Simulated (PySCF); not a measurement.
C₅HNO₃.
SMILES with atom numbers: `[N:1]#[C:2][C:3]1=[CH:4][C:5](=[O:6])[O:7][C:8]1=[O:9]` (hydrogens: H10 on C4)

Computed geometry: GFN2-xTB, gas phase.

(1) List the bond lengths, angles and torsions at this level.

Results:

(1) 
```tsv
bond	length (Å)	order
N1≡C2	1.145	triple
C2–C3	1.405	single
C3=C4	1.339	double
C4–C5	1.488	single
C5=O6	1.187	double
C5–O7	1.377	single
O7–C8	1.364	single
C8=O9	1.185	double
C3–C8	1.512	single
C4–H10	1.074	single
```

Orders are formal, as drawn. A selection of angles:
```tsv
angle	degrees
N1–C2–C3	179.7
C2–C3–C4	129.7
C2–C3–C8	122.7
C4–C3–C8	107.6
C3–C4–C5	107.9
C4–C5–O6	129.5
C4–C5–O7	107.2
O6–C5–O7	123.3
C5–O7–C8	110.8
O7–C8–O9	124.3
C3–C8–O7	106.5
C3–C8–O9	129.2
```

Dihedral angles: C2–C3–C4–C5 180° (antiperiplanar); C3–C4–C5–O6 180° (antiperiplanar); C4–C5–O7–C8 0° (synperiplanar); C5–O7–C8–O9 180° (antiperiplanar); C2–C3–C8–O7 180° (antiperiplanar).

The C–O distances run from 1.185 Å (C8=O9, drawn double) to 1.377 Å (C5–O7, drawn single), a spread of 0.192 Å. The 9 heavy atoms lie in one plane (0.001 Å rms). The 5-membered ring C3–C4–C5–O7–C8 has internal angles of 106.5° to 110.8°; it is planar, 0.00 Å rms from its mean plane, widest ring torsion 0°. The C–C distances run from 1.339 Å (C3=C4, drawn double) to 1.512 Å (C3–C8, drawn single), a spread of 0.173 Å.

Point group: Cs (tolerance 0.08 Å). Stationary, but not proved a minimum.
